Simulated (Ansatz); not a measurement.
Breaking the B1–H2 bond in CH5BSe (SMILES CB[SeH]) (multiplicity 1 held, fragments rigid). Energies count from the point at 1.189 Å.
Geometry at that point (charge 0, multiplicity 1):
```xyz
8

B     -0.15281    -0.55344     1.06258
H     -1.13196    -0.58935     1.73550
C      1.16908    -1.26448     1.48164
H      0.97857    -2.33314     1.63198
H      1.49361    -0.88849     2.45850
H      2.00004    -1.16077     0.78257
Se    -0.23400     0.42532    -0.59759
H     -1.63466     0.86493    -0.49316
```

Restricted levels (R-, RO-) in cc, def2 and unpolarised 6-31G sets keep to the state of the molecule at rest. U- levels take the lowest unrestricted solution at each point, which mixes spins at long bonds. Active spaces are followed from a long bond inwards. Curves can end on different states.

Cores are frozen in the correlated methods. Filled d and f shells under p-block atoms count as core.

Codes used: Ansatz (Gaussian orbitals). 

Energies in kcal/mol.

| R (Å) | R-HF/cc-pVDZ | U-CCSD/cc-pVDZ | SC-NEVPT2 on CASSCF(2,2)/cc-pVDZ | FIC-MRCISD+Q on CASSCF(2,2)/cc-pVDZ |
|---|---|---|---|---|
| 0.951 | 27.3 | 28.6 | 29.7 | 28.7 |
| 1.070 | 5.8 | 6.5 | 7.0 | 6.6 |
| 1.189 | 0.0 | 0.0 | 0.0 | 0.0 |
| 1.307 | 3.0 | 2.2 | 1.7 | 2.2 |
| 1.426 | 10.9 | 9.3 | 8.2 | 9.1 |
| 1.605 | 26.9 | 23.8 | 22.0 | 23.4 |
| 1.783 | 44.5 | 39.6 | 36.9 | 38.8 |
| 2.080 | 72.6 | 64.0 | 59.4 | 61.9 |
| 2.377 | 97.1 | 83.1 | 76.5 | 79.3 |
| 2.734 | 121.3 | 96.9 | 89.6 | 92.6 |
| 3.209 | 146.3 | 103.1 | 97.9 | 100.9 |
| 3.804 | 169.0 | 104.4 | 101.0 | 104.0 |

Doubts at one or more of the structures used: a restricted determinant that unrestricted orbitals would lower (R-HF/cc-pVDZ); a spin-contaminated determinant (U-CCSD/cc-pVDZ); T1 above 0.05 (U-CCSD/cc-pVDZ).

Ansatz is a program for electronic structure.
